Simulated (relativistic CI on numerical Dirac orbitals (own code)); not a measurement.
Computed by Dirac-Coulomb-Breit CI, separate exchange-only KLI orbitals for each configuration, model QED, unscaled Slater integrals (own radial code, finite nucleus).

The strongest absorption lines from the ground level of an ion, among the configurations computed and to levels below about 2520 eV (vacuum wavelength in Å, gf): 4.9386 (0.14), 4.9504 (0.043), 6.2676 (0.012), 6.4190 (0.029), 6.5411 (0.44), 6.5810 (0.24), 86.467 (0.14), 190.56 (0.0039).

**Question.** Which ion is it?
A. As²⁷⁺
B. As²⁹⁺
C. As³¹⁺
D. Y³⁵⁺

**Answer.** B. As²⁹⁺ has 4 electrons and the ground level 2s2 1S_0; the strongest line goes to 2s 3p 1P°_1. The pattern of lines fixes the number of electrons, and along that sequence the line energies rise steadily with the charge (about as its square where n changes within one kind of shell, about linearly where n is kept but much faster in heavy ions where fine structure, which grows about as Z⁴, sets the gap, and irregularly where shells cross), which fixes Z. Configurations outside the model, such as inner-shell arrays, can give stronger lines. At this charge energies of transitions that change n are usually good to better than 1 %, and those within a shell (Δn = 0) to a few per cent.

LS names give the leading component of a level, which can be under half, so a name can repeat, a term be missing and a line seem to break the LS rules.
